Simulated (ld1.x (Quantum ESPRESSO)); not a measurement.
Ge: ultrasoft pseudisation with PBEsol, scalar-relativistic reference atom.

The input file (ld1.x (Quantum ESPRESSO) 7.5):

```
&input
   title='Ge', zed=32., rel=1, dft='PBESOL', iswitch=3,
   config='[Ar] 3d10 4s2 4p2',
   nld=3, rlderiv=2.05, eminld=-4.0, emaxld=5.0, deld=0.02
 /
 &inputp
   pseudotype=3, tm=.true., lloc=-1, rcloc=0.80,
   nlcc=.true., new_core_ps=.true., rcore=0.50,
   file_pseudopw='Ge.UPF', file_wfcaegen='ae.wfc', file_wfcncgen='nc.wfc', file_beta='beta', file_chi='chi', file_wfcusgen='us.wfc'
 /
6
4S  1  0   2.00   0.00  1.75  1.90  0.0
4S  1  0   0.00  -0.45  1.75  1.90  0.0
4P  2  1   2.00   0.00  1.50  1.85  0.0
4P  2  1   0.00   0.05  1.50  1.85  0.0
3D  3  2  10.00   0.00  0.85  1.05  0.0
3D  3  2   0.00  -0.70  0.85  1.05  0.0
 &test
   configts(1)='3d10 4s2 4p2'
 /
```

Command:

```bash
ld1.x < Ge.in > Ge.out
```

Resulting log (shortened: banner, matrices, multipoles, cross overlaps and the repeated all-electron block are left out):

```
Program LD1 v.7.5
     --------------------------- All-electron run ----------------------------

     Ge
     scalar relativistic calculation

     atomic number is 32.00
     dft =PBESOL   lsd =0 sic =0 latt =0  beta=0.20 tr2=1.0E-14
     Exchange-correlation= PBESOL
                           (   1   4  10   8   0   0   0)
     mesh =1207 r(mesh) = 100.41023 a.u. xmin = -7.00 dx = 0.01250
     1 Ry =  13.60569312 eV, c = 137.03599908

     n l     nl                  e(Ry)          e(Ha)          e(eV)
     1 0     1S 1( 2.00)      -804.9585      -402.4792    -10952.0180
     2 0     2S 1( 2.00)      -100.7399       -50.3699     -1370.6359
     2 1     2P 1( 6.00)       -88.0571       -44.0285     -1198.0777
     3 0     3S 1( 2.00)       -12.3563        -6.1782      -168.1161
     3 1     3P 1( 6.00)        -8.4836        -4.2418      -115.4256
     3 2     3D 1(10.00)        -2.1544        -1.0772       -29.3123
     4 0     4S 1( 2.00)        -0.8631        -0.4316       -11.7433
     4 1     4P 1( 2.00)        -0.2864        -0.1432        -3.8968

     final scf error:  9.8E-15 reached in  36 iterations

     Etot =   -4194.589934 Ry,   -2097.294967 Ha,  -57070.303424 eV

     Ekin =    4270.140783 Ry,    2135.070392 Ha,   58098.225088 eV
     Encl =  -10112.824798 Ry,   -5056.412399 Ha, -137591.990814 eV
     Eh   =    1803.960466 Ry,     901.980233 Ha,   24544.132508 eV
     Exc  =    -155.866385 Ry,     -77.933193 Ha,   -2120.670205 eV

     normalization and overlap integrals

     s(1S/1S) =  1.000000  <r> =   0.0470  <r2> =    0.0030  r(max) =   0.0309
     s(2S/2S) =  1.000000  <r> =   0.2102  <r2> =    0.0521  r(max) =   0.1754
     s(2P/2P) =  1.000000  <r> =   0.1838  <r2> =    0.0414  r(max) =   0.1418
     s(3S/3S) =  1.000000  <r> =   0.6247  <r2> =    0.4503  r(max) =   0.5402
     s(3P/3P) =  1.000000  <r> =   0.6474  <r2> =    0.4936  r(max) =   0.5402
     s(3D/3D) =  1.000000  <r> =   0.7368  <r2> =    0.6976  r(max) =   0.5012
     s(4S/4S) =  1.000000  <r> =   2.1153  <r2> =    5.1783  r(max) =   1.7494
     s(4P/4P) =  1.000000  <r> =   2.8834  <r2> =    9.9356  r(max) =   2.2184

     ------------------------ End of All-electron run ------------------------

     --------------------- Generating US pseudopotential ---------------------

      Generating local potential from pseudized AE potential:
      Matching radius rcloc =   0.8000

      Local pseudo, rcloc= 0.806 Estimated cut-off energy=    37.86 Ry

      Computing core charge for nlcc:

       r > 0.50 : true rho core
      Core charge pseudized with two Bessel functions
      Integrated core pseudo-charge :   9.00

      Wfc   4S  rcut= 1.749  Using Troullier-Martins method
      Wfc-us  4S rcutus= 1.886  Estimated cut-off energy=    12.82 Ry

      Wfc   4S  rcut= 1.749  Using Troullier-Martins method
      Wfc-us  4S rcutus= 1.886  Estimated cut-off energy=    13.54 Ry

      Wfc   4P  rcut= 1.506  Using Troullier-Martins method
      Wfc-us  4P rcutus= 1.839  Estimated cut-off energy=    21.45 Ry

      Wfc   4P  rcut= 1.506  Using Troullier-Martins method
      Wfc-us  4P rcutus= 1.839  Estimated cut-off energy=    21.90 Ry

      Wfc   3D  rcut= 0.847  Using Troullier-Martins method
      Wfc-us  3D rcutus= 1.061  Estimated cut-off energy=   103.80 Ry

      Wfc   3D  rcut= 0.847  Using Troullier-Martins method
      Wfc-us  3D rcutus= 1.061  Estimated cut-off energy=   121.01 Ry

     ------------------- End of pseudopotential generation -------------------

     Computing logarithmic derivative in   2.04528
     Computing logarithmic derivative in   2.04528
     Computing the partial wave expansion
     R is outside the sphere for l=    0 j= 0.00
     R is outside the sphere for l=    0 j= 0.00
     R is outside the sphere for l=    1 j= 0.00
     R is outside the sphere for l=    1 j= 0.00
     R is outside the sphere for l=    2 j= 0.00
     R is outside the sphere for l=    2 j= 0.00

     ---------------------- Testing the pseudopotential ----------------------

     Ge
     scalar relativistic calculation

     atomic number is 32.00   valence charge is 14.00
     dft =PBESOL   lsd =0 sic =0 latt =0  beta=0.20 tr2=1.0E-14
     mesh =1207 r(mesh) = 100.41023 xmin = -7.00 dx = 0.01250

     n l     nl             e AE (Ry)        e PS (Ry)    De AE-PS (Ry)
     3 2     3D   1(10.00)       -2.15441       -2.15442        0.00001
     1 0     4S   1( 2.00)       -0.86312       -0.86312        0.00000
     2 1     4P   1( 2.00)       -0.28641       -0.28641        0.00000

     eps = 2.1E-16  iter =  6

     Etot =   -4194.589934 Ry,   -2097.294967 Ha,  -57070.303424 eV
     Etotps =  -208.698014 Ry,    -104.349007 Ha,   -2839.481133 eV

     Ekin =      89.043910 Ry,      44.521955 Ha,    1211.504120 eV
     Encl =    -515.533763 Ry,    -257.766881 Ha,   -7014.194171 eV
     Ehrt =     168.099112 Ry,      84.049556 Ha,    2287.104933 eV
     Ecxc =     -52.797116 Ry,     -26.398558 Ha,    -718.341360 eV
     (Ecc =     -20.563755 Ry,     -10.281877 Ha,    -279.784137 eV)
     Epseu=     102.489842 Ry,      51.244921 Ha,    1394.445344 eV

     ---------------------- End of pseudopotential test ----------------------
```

Note: ghost state, extra bound levels that the all-electron valence spectrum of the same l lacks: s at -1400.8 eV. A true bound ghost makes a file unfit for plane-wave use.

Generation and configuration tests took about 4.7 s on one core of a shared server CPU.
